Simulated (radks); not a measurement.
Species: the cobalt ion Co+. Configuration: [Ar] 3d8.

All-electron calculation, scalar-relativistic Kohn-Sham, Slater X-alpha with alpha = 0.667, spin-polarised, spherical densities, point nucleus; open shells are filled with parallel spins first. Program: a radial shooting solver on a logarithmic mesh with Libxc functionals.

Energy parts (eV):
| part | energy |
|---|---|
| total | -37777.773 |
| kinetic | 38292.447 |
| electron-nucleus | -90579.647 |
| Hartree | 15997.388 |
| exchange | -1487.962 |

Orbitals (lengths in bohr, moments of r in powers of bohr; r(max) is where P^2 peaks; r(90%) holds 90 % of the orbital's charge):
orbital	occ.	eigenvalue (eV)	r(max)	<1/r>	<r>	r(90%)
1s up	1	-7577.809	0.03684	26.99	0.05628	0.101
1s down	1	-7577.804	0.03684	26.99	0.05628	0.101
2s up	1	-898.4434	0.2136	5.799	0.2561	0.397
2s down	1	-897.3506	0.2135	5.803	0.2560	0.397
2p up	3	-770.7126	0.1720	5.699	0.2253	0.369
2p down	3	-769.8736	0.1719	5.703	0.2251	0.369
3s up	1	-104.7954	0.6702	1.824	0.7789	1.17
3s down	1	-102.5084	0.6705	1.821	0.7802	1.17
3p up	3	-68.5815	0.6798	1.678	0.8238	1.28
3p down	3	-66.3433	0.6804	1.673	0.8263	1.28
3d up	5	-12.1292	0.6734	1.239	1.129	2.03
3d down	3	-10.1610	0.6781	1.206	1.183	2.16

The highest occupied level is 3d down at -10.161 eV. Summed over all electrons, <r^2> = 21.39 bohr^2, which gives a Langevin (diamagnetic) susceptibility term of -16.9 x 10^-6 cm^3/mol. For comparison, the ionisation energy in NIST's Atomic Spectra Database is 17.084 eV (measured). In exact Kohn-Sham theory the highest level is minus the ionisation energy, but local and semilocal functionals leave it too shallow, through self-interaction and a potential that decays too fast; potentials with the right tail come closer. The density falls to 0.001 e/bohr^3 at r = 3.47 bohr.
